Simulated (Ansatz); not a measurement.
Z-matrix (Å, degrees):
```
C
F 1 1.348
F 1 1.341 2 107.1
F 1 1.341 2 107.1 3 -114.8
Si 1 1.931 2 109.7 3 122.5
Cl 5 2.036 1 108.2 2 179.9
H 5 1.477 1 107.6 2 60.7
H 5 1.477 1 107.5 2 -61.0
```

Charge 0, multiplicity 1.

(1) List the CAM-B3LYP/def2-TZVPP orbital energies in eV (Ansatz 0.2.0). (An estimate is asked.)

Results:

(1) Ansatz gave: Occupied: -2764.97, -1802.80, -674.80, -674.78, -674.78, -285.51, -259.76, -198.80, -198.67, -198.66, -147.29, -102.67, -102.61, -102.58, -38.31, -35.86, -35.85, -25.47, -21.71, -18.96, -18.41, -18.41, -16.26, -15.16, -15.16, -14.18, -14.18, -13.50, -13.00, -12.86, -12.08, -10.98, -10.81. Lowest empty: 0.64, 1.33, 2.02, 2.12, 3.82, 4.41, 4.50, 4.88.
